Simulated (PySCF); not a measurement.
C₂HCl₂, SMILES ClC(Cl)=[CH], multiplicity 2.

The structure is a stationary point at PBE0-D3(BJ)/def2-SVP. The isomer is the one that the SMILES or the coordinates give; other isomers of the formula were not compared.

The numbers are results of PySCF with PBE/def2-TZVPD, not measurements.

```json
{
  "total_energy": "-996.68638 hartree",
  "point_group": "Cs",
  "α spin, highest occupied and lowest empty level": "-6.54 and -1.78 eV",
  "β spin, highest occupied and lowest empty level": "-6.48 and -4.35 eV",
  "dipole_moment": "1.07 D",
  "quadrupole, principal values (traceless, Buckingham form, about the centre of nuclear charge)": "-2.94, -1.91, 4.84 D·Å",
  "mean_static_polarisability": "56.8 bohr³ (8.41 Å³)",
  "polarisability_principal_values": "38.9, 64.6, 66.8 bohr³",
  "⟨S²⟩": "0.759 (pure state 0.75)"
}
```
